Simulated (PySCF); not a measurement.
A structure optimised at PBE0-D3(BJ)/def2-SVP, used in a PySCF frequency run:

```xyz
6

Zr     0.0000     0.0000     0.2103
Cl    -1.9176    -1.1071    -0.5523
Cl     0.0000     2.2143    -0.5523
Cl     1.9176    -1.1071    -0.5523
O      0.0000     0.0000     2.0887
H      0.0000     0.0000     3.0471
```

Question: Write its SMILES, formula and point group.

Answer: [OH][Zr]([Cl])([Cl])[Cl], Cl3HOZr, C3v

Question: What are its rotational constants (standard atomic weights)?

Answer: 1.3430, 1.3430, 0.96921 GHz
